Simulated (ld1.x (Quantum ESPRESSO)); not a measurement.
Hf: one change to a PAW potential, before and after

- Element: Hf
- Generator: ld1.x (Quantum ESPRESSO) 7.5
- Type: PAW
- Functional: PBE
- Relativity: scalar-relativistic
- Frozen core: [Xe] 4f14
- Valence charge: 4
- Reference configuration: 5d3 6s1 6p0
- Partial waves: 6s (bound): rcut 2.80, rcutus 3.20 bohr; 6s channel at 3.2 Ry: rcut 2.80, rcutus 3.20 bohr; 6p (bound, empty): rcut 3.10, rcutus 4.30 bohr; 6p channel at 1.2 Ry: rcut 3.10, rcutus 4.30 bohr; 5d (bound): rcut 2.00, rcutus 2.35 bohr; 5d channel at 2.15 Ry: rcut 2.00, rcutus 2.35 bohr
- Local potential: all-electron potential smoothed inside 2.45 bohr (lloc = -2)
- Core correction: Bessel-smoothed model core inside 1.40 bohr
- Augmentation charge: PSQ, inside the norm-conserving radii

All-electron outer shells of the reference configuration (PBE, scalar-relativistic, ld1.x):

```csv
shell,level (eV),outermost node (bohr),outermost maximum (bohr)
5p,-34.30,0.60,1.16
4f,-15.47,–,0.45
6s,-4.74,1.37,2.96
5d,-1.99,0.67,1.73
6p,-1.28,1.67,4.26
```

Change: all radii but the core radius scaled by about 1.32 (s 4.22, p 5.68, d 3.10 bohr, rcut 3.70/4.10/2.64); local potential all-electron potential smoothed inside 3.24 bohr (lloc = -2).

Cutoffs: the cutoffs (Ry, on a coarse ladder) from which the occupation-weighted sum of valence levels, in a spherical-Bessel basis at the reference potential, stays within 10 and 1 mRy of its value at 400 Ry; they do not see the model core or the augmentation charge, which bear on the density cutoff. Errors are all-electron minus pseudo energies relative to the spin-unpolarised reference configuration.

Predict the effect on cutoff, ghosts and configuration errors.

The potential gets softer (15 Ry and 21 Ry → 10 Ry and 12 Ry); of the 7 tests that both files solve, the error grows in 0 and shrinks in 3 by more than 15 % and 0.3 meV (median size 40.8 → 41.5 meV); neither file shows a bound ghost. A larger radius leaves more room for a smooth pseudo-wave, so fewer plane waves are needed. That the errors move this way runs against the usual rule that smaller radii transfer better.

```tsv
quantity	base	changed
cutoff, loose	15 Ry	10 Ry
cutoff, tight	21 Ry	12 Ry
loose cutoff by channel (10 mRy a level)	s 6 Ry, d 12 Ry	s 6 Ry, d 8 Ry
bound ghosts	none	none
error for 5d2 6s2 6p0, meV [ΔE -2.59 eV]	-14	-15
error for 5d2 6s1 6p0, meV [ΔE 5.38 eV]	-24	-11
error for 5d2 6s0 6p0, meV [ΔE 19.56 eV]	-76	-82
error for 5d2 6s0 6p2, meV [ΔE 5.27 eV]	-41	-41
error for 5d2 6s1.5 6p0, meV [ΔE 0.66 eV]	-16	-11
error for 5d1 6s2 6p1, meV [ΔE -0.63 eV]	-106	-115
error for 5d1 6s2 6p0, meV [ΔE 3.91 eV]	-119	-99
lowest overlap eigenvalue by channel	s 0.61, p 0.61, d 0.33	s 0.07, p 0.88, d 0.87
```
